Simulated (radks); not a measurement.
Question: The iron ion Fe3+, 23 electrons, occupied as [Ar] 3d5. Calculated with a radial shooting solver on a logarithmic mesh with Libxc functionals: Dirac Kohn-Sham, PBEsol, spin-unpolarised, spherical densities, finite nucleus; open shells fill j = l - 1/2 first; Fermi nuclear charge, rms radius 3.7377 fm. Some entries of the table are withheld. Estimate them.

orbital  occ.  eigenvalue (eV)  r(max) (bohr)
1s1/2       2        -7027.983        0.03829
2s1/2       2        -856.6025         0.2226
2p1/2       2        -744.0922         0.1782
2p3/2       4        -731.6321         0.1807
3s1/2       2        -130.7948         0.6994
3p1/2       2              (1)            (2)
3p3/2       4              (3)            (4)
3d3/2       4              (5)         0.6931
3d5/2       1              (6)         0.6954
4s1/2       0         -31.0043          2.016
4p1/2       0         -23.9666          2.294
4p3/2       0         -23.7854          2.313

Answer: 
(1) 3p1/2 eigenvalue (eV): -97.7935
(2) 3p1/2 r(max) (bohr): 0.7057
(3) 3p3/2 eigenvalue (eV): -96.2118
(4) 3p3/2 r(max) (bohr): 0.7129
(5) 3d3/2 eigenvalue (eV): -43.2404
(6) 3d5/2 eigenvalue (eV): -43.0622
